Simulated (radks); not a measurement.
Task: The mean radii <r> (bohr) of the occupied orbitals of an atom or ion are listed with their occupations. Calculated with a radial shooting solver on a logarithmic mesh with Libxc functionals: Dirac Kohn-Sham, LB94 model potential, spin-unpolarised, spherical densities, finite nucleus; Fermi nuclear charge, rms radius of each element as measured or else 0.836 A^(1/3) + 0.57 fm.

| orbital | occ. | <r> |
|---|---|---|
| 1s1/2 | 2 | 0.02395 |

Name the element and its charge. Open shells, if any, fill j = l - 1/2 first.

Result: Z = 59, praseodymium, charge +57: Pr57+ in [He]. The 1s radius gives Z: for a bare nucleus <r> = (2 gamma + 1)/(2Z) with gamma = sqrt(1 - (Z/c)^2), 0.02377 bohr for Z = 59, and screening makes it slightly larger (0.02395 here). The occupations add up to 2, and the charge is Z minus that.
